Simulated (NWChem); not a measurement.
System: SrCl2 cation, doublet; SMILES of the neutral closed-shell parent [Sr]([Cl])[Cl]

```xyz
3

Sr     0.0000     0.0000    -1.0826
Cl     0.0000     1.3808     1.2100
Cl     0.0000    -1.3808     1.2100
```
Atoms are numbered in this order, from 1.

All runs: NWChem. Spin-unrestricted. In the optimisation the excess spin sits in b2 (C2v, its own frame). Structure relaxed at the PBE-D3(BJ)/def2-SVP, spin-unrestricted level. The spin multiplicity was typed, not searched, and may not be the lowest. No stability test was run on the SCF state. def2 effective core potentials on Sr; no spin-orbit coupling. Level M06-L/def2-SVP: energy and gradient on several grids; changes count from the extra-fine grid, which is no exact limit either.

### Question
Which is the coarsest grid (fine; xfine; medium; xcoarse; coarse) from which on the energy stays within 500 μHa and each gradient component within 500 μHa/bohr of xfine?

### Answer
coarse.
```json
[
 {"grid": "xcoarse", "size of the energy change (μHa)": "6000", "largest change of a gradient component (μHa/bohr)": "1000", "time, medium = 1 (rough)": "about 1"},
 {"grid": "coarse", "size of the energy change (μHa)": "50", "largest change of a gradient component (μHa/bohr)": "300", "time, medium = 1 (rough)": "about 1"},
 {"grid": "medium", "size of the energy change (μHa)": "< 10", "largest change of a gradient component (μHa/bohr)": "100", "time, medium = 1 (rough)": "about 1"},
 {"grid": "fine", "size of the energy change (μHa)": "< 10", "largest change of a gradient component (μHa/bohr)": "70", "time, medium = 1 (rough)": "about 1"},
 {"grid": "xfine", "size of the energy change (μHa)": "< 10", "largest change of a gradient component (μHa/bohr)": "< 30", "time, medium = 1 (rough)": "2"}
]
```
